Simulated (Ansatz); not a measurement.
`[NH]=[Mo](=[NH])([NH2])[F]`, charge 0, multiplicity 1.

(1) Give a relaxed structure at PBE0-D4/def2-TZVP (Ansatz). (Best estimate.)

Results:

(1) Ansatz gave: 
Cartesian coordinates in Å:
```
N 1.132 -1.290 -0.195
Mo 0.161 0.105 -0.484
N -1.472 -0.311 -0.849
N 0.122 1.104 1.167
F 0.888 1.090 -1.899
H 1.312 -2.282 -0.130
H -2.237 -0.948 -1.021
H -0.712 1.552 1.514
H 0.806 0.980 1.897
```
Point group Cs.
This is one stationary point; other conformers may exist.
